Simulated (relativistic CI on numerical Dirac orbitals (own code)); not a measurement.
# Sensitivity of the levels of Bi LXVIII to α and to the nuclear radius

These numbers are calculated, not measured: Dirac-Coulomb-Breit CI, KLI orbitals optimised for each configuration, derivatives by finite differences, unscaled Slater integrals, QED left out (own radial code, finite nucleus).

CI space (outside the closed core [Ne]): 3s2 3p4, 3s2 3p3 3d, 3s 3p5, 3s2 3p2 3d2, 3p6, 3s 3p4 3d, 3p4 3d2, 3s 3p3 3d2. Levels of other configurations are missing.

With x = (α/α₀)² − 1 an excitation energy changes as ω = ω₀ + qx; K = 2q/ω₀ is the relative enhancement. Terms are leading LS components, so labels can repeat. The field-shift factor is F = δν/δ⟨r²⟩ for the transition from the lowest level.

Lowest level 3s2 3p4 3P_2.

| Level | ω₀ (cm⁻¹) | q (cm⁻¹) | K | F (GHz/fm²) |
| --- | --- | --- | --- | --- |
| 3s2 3p4 1S_0 | 187374 | 15010 | 0.16 | 4.48 |
| 3s2 3p3 3d 3D°_2 | 2225753 | 158900 | 0.143 | 47.2 |
| 3s2 3p3 3d 3P°_0 | 2309145 | 173500 | 0.15 | 46.5 |
| 3s2 3p3 3d 3D°_1 | 2311257 | 172300 | 0.149 | 24.4 |
| 3s2 3p3 3d 3F°_3 | 2312732 | 160200 | 0.139 | 54.5 |
| 3s2 3p3 3d 3F°_4 | 3364309 | 1.283e+06 | 0.763 | 103 |
| 3s2 3p3 3d 3D°_2 | 3441529 | 1.322e+06 | 0.768 | 29.2 |
| 3s2 3p3 3d 3D°_3 | 3616324 | 1.312e+06 | 0.726 | 85 |
| 3s2 3p3 3d 3D°_1 | 3724504 | 1.329e+06 | 0.714 | 77.5 |
| 3s2 3p2 3d2 3F_2 | 4526230 | 338500 | 0.15 | 67.8 |
| 3s2 3p2 3d2 3P_0 | 4769705 | 366400 | 0.154 | 66.5 |
| 3s2 3p4 3P_1 | 4911091 | 6.437e+06 | 2.62 | -1640 |
| 3s2 3p4 1D_2 | 4998832 | 6.427e+06 | 2.57 | -1640 |

At this charge energies of transitions that change n are usually good to better than 1 %, and those within a shell (Δn = 0) to a few per cent.
